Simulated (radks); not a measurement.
Values are calculated unless marked as measured or tabulated.
Question: Species: La40+. Configuration: [Ne] 3s2 3p4 3d1 (not the ground configuration). Code: a radial shooting solver on a logarithmic mesh with Libxc functionals. Model: Dirac Kohn-Sham, PBE, spin-unpolarised, spherical densities, point nucleus; open shells fill j = l - 1/2 first.

Spin-orbit splittings of the eigenvalues, e(l+1/2) - e(l-1/2), with zeta = 2 splitting/(2l+1) and mean radii in bohr:

shell  occ.  splitting (eV)  zeta (eV)  <r> j=l-1/2  <r> j=l+1/2
2p        6           422.0      281.4      0.08885      0.09474
3p        4           103.2      68.82       0.2474       0.2565
3d        1               ?          ?       0.2229       0.2258

Estimate the 3d splitting.

Answer: 24.41 eV (zeta = 9.764 eV).
